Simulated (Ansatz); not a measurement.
F6OSi2, triplet, at the geometry of the source list (a higher spin typed on purpose: for a closed-shell molecule this is an excited state). Base run: B3LYP/STO-3G (Ansatz, a first-principles code).

Here is a job for Ansatz.
Ansatz 0.2 input:
```yaml
crystal:
  periodic: [false, false, false]
  atoms:
    - {symbol: F, position_ang: [2.14150000, 0.34950000, -1.18690000]}
    - {symbol: Si, position_ang: [1.48840000, 0.31650000, 0.24260000]}
    - {symbol: F, position_ang: [2.39280000, -0.51410000, 1.21790000]}
    - {symbol: F, position_ang: [1.39320000, 1.80110000, 0.74870000]}
    - {symbol: O, position_ang: [0.06090000, -0.38600000, 0.20130000]}
    - {symbol: Si, position_ang: [-1.47750000, -0.38560000, -0.20660000]}
    - {symbol: F, position_ang: [-1.68300000, 0.03600000, -1.70640000]}
    - {symbol: F, position_ang: [-2.29490000, 0.62300000, 0.67990000]}
    - {symbol: F, position_ang: [-2.02140000, -1.84040000, 0.00950000]}
basis:
  gaussian:
    orbitals: STO-3G
hamiltonian:
  xc: b3lyp
magnetization: {spin_polarized: true, initial_magnetization: 2}
```

The bond that is stretched is that between atoms 7 and 6. A test that says stable can miss a lower solution.

Variants of this job, named by their change:

```csv
change,ΔE vs base (kcal/mol),<S^2>,stability test says
base,0.000,2.003,minimum
spin_polarized = on; lower_state_search = off,0.000,2.003,undecided (no full test)
spin_polarized = on; lower_state_search = standard,0.000,2.003,minimum
bond × 1.25,-52.25,2.002,minimum
spin_polarized = on; lower_state_search = off; bond × 1.25,-52.25,2.002,undecided (no full test)
spin_polarized = on; lower_state_search = standard; bond × 1.25,-52.25,2.002,minimum
bond × 1.5,-80.2,2.001,minimum
spin_polarized = on; lower_state_search = off; bond × 1.5,-80.2,2.001,undecided (no full test)
spin_polarized = on; lower_state_search = standard; bond × 1.5,-80.2,2.001,minimum
bond × 1.8,-85.3,2.002,minimum
spin_polarized = on; lower_state_search = off; bond × 1.8,-85.3,2.002,undecided (no full test)
spin_polarized = on; lower_state_search = standard; bond × 1.8,-85.3,2.002,minimum
bond × 2.2,-84.9,2.002,minimum
spin_polarized = on; lower_state_search = off; bond × 2.2,-84.9,2.002,undecided (no full test)
spin_polarized = on; lower_state_search = standard; bond × 2.2,-84.9,2.002,minimum
bond × 3.0,-84.8,2.002,minimum
spin_polarized = on; lower_state_search = off; bond × 3.0,-84.8,2.002,undecided (no full test)
spin_polarized = on; lower_state_search = standard; bond × 3.0,-84.8,2.002,minimum
```

On stretching, the SCF can end on different states; <S^2> shows the spin contamination of each.
